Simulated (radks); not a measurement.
The numbers below are computed, except where a source is named.
Species: Sm30+. Configuration: [Ar] 3d10 4s2 4p2.

Code: a radial shooting solver on a logarithmic mesh with Libxc functionals. Model: scalar-relativistic Kohn-Sham, LB94 model potential, spin-polarised, spherical densities, finite nucleus; open shells are filled with parallel spins first (spin-orbit coupling, left out, can overturn this in heavy ions); Fermi nuclear charge, rms radius 5.0819 fm.

Energy parts (Ry):
kinetic: 21385.8302
electron-nucleus: -45776.5351
Hartree: 4871.5380
(The LB94 potential has no energy functional, so no total or exchange-correlation energy is given.)

Orbitals (lengths in bohr, moments of r in powers of bohr; <r^-3> diverges for s and p1/2; r(90%) holds 90 % of the orbital's charge):
| orbital | occ. | eigenvalue (Ry) | <r^-3> | r(90%) | <1/r> | <r^2> |
|---|---|---|---|---|---|---|
| 1s up | 1 | -3526.322 | - | 0.0410 | 68.88 | 0.0007027 |
| 1s down | 1 | -3526.320 | - | 0.0410 | 68.88 | 0.0007027 |
| 2s up | 1 | -645.0172 | - | 0.149 | 15.97 | 0.01103 |
| 2s down | 1 | -644.9571 | - | 0.149 | 15.97 | 0.01103 |
| 2p up | 3 | -584.8536 | 10270 | 0.138 | 15.01 | 0.008837 |
| 2p down | 3 | -584.7586 | 10270 | 0.138 | 15.00 | 0.008838 |
| 3s up | 1 | -201.2011 | - | 0.368 | 5.904 | 0.07218 |
| 3s down | 1 | -201.1777 | - | 0.368 | 5.897 | 0.07231 |
| 3p up | 3 | -182.3104 | 2181 | 0.371 | 5.585 | 0.07166 |
| 3p down | 3 | -182.2890 | 2176 | 0.372 | 5.579 | 0.07180 |
| 3d up | 5 | -157.1716 | 300.2 | 0.350 | 5.320 | 0.05945 |
| 3d down | 5 | -157.1501 | 299.8 | 0.350 | 5.317 | 0.05957 |
| 4s up | 1 | -92.51530 | - | 0.730 | 2.809 | 0.2990 |
| 4s down | 1 | -92.39545 | - | 0.727 | 2.827 | 0.2970 |
| 4p up | 2 | -85.51109 | 670.8 | 0.753 | 2.666 | 0.3155 |
| 4p down | 0 | -85.36530 | 682.2 | 0.751 | 2.685 | 0.3131 |

The highest occupied level is 4p up at -1163.4 eV. The density falls to 0.001 e/bohr^3 at r = 1.23 bohr. Spin moment in Bohr magnetons: 2. For comparison, the ionisation energy in NIST's Atomic Spectra Database is 1180 eV (theoretical). In exact Kohn-Sham theory the highest level is minus the ionisation energy, but local and semilocal functionals leave it too shallow, through self-interaction and a potential that decays too fast; potentials with the right tail come closer.
